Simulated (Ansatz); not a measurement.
Job for Ansatz (a first-principles code): R-RI-MP2/cc-pVQZ on C8H8 (SMILES C=Cc1ccccc1). The basis file is the Basis Set Exchange's JSON of that set.

Ansatz 0.2 input:
```yaml
crystal:
  periodic: [false, false, false]
  atoms:
    - {symbol: C, position_ang: [-2.76781457, -0.74748665, -0.28796967]}
    - {symbol: C, position_ang: [-1.89966516, 0.26587362, -0.15799435]}
    - {symbol: C, position_ang: [-0.43566390, 0.17940350, -0.03017582]}
    - {symbol: C, position_ang: [0.26322081, -1.04373935, -0.02926182]}
    - {symbol: C, position_ang: [1.65027855, -1.07457627, 0.09440049]}
    - {symbol: C, position_ang: [2.37693929, 0.11562595, 0.22044852]}
    - {symbol: C, position_ang: [1.70004115, 1.33700572, 0.22147113]}
    - {symbol: C, position_ang: [0.30978589, 1.36561602, 0.09739974]}
    - {symbol: H, position_ang: [-3.84029181, -0.55899421, -0.37516117]}
    - {symbol: H, position_ang: [-2.45127950, -1.79369571, -0.31270011]}
    - {symbol: H, position_ang: [-2.29755874, 1.28712983, -0.14201707]}
    - {symbol: H, position_ang: [-0.28581578, -1.98237777, -0.12654264]}
    - {symbol: H, position_ang: [2.17217854, -2.03473378, 0.09275535]}
    - {symbol: H, position_ang: [3.46484664, 0.08801064, 0.31717679]}
    - {symbol: H, position_ang: [2.25627359, 2.27247136, 0.31929084]}
    - {symbol: H, position_ang: [-0.21547501, 2.32456708, 0.09867980]}
basis:
  gaussian:
    orbitals: cc-pVQZ
    fitting: {mean_field: def2-universal-JKFIT, correlation: cc-pVQZ-RIFIT.json}
magnetization: {spin_polarized: false}
correlation: {method: mp2, electrons: outside_noble_gas}
scf: {lower_state_search: off}
```

Q: Give the final energy of this run.

A: -309.0518 hartree.

Q: How many basis functions does it have, and what does it roughly cost on one machine?

A: 680 functions; about 30 core-seconds (a rough figure).
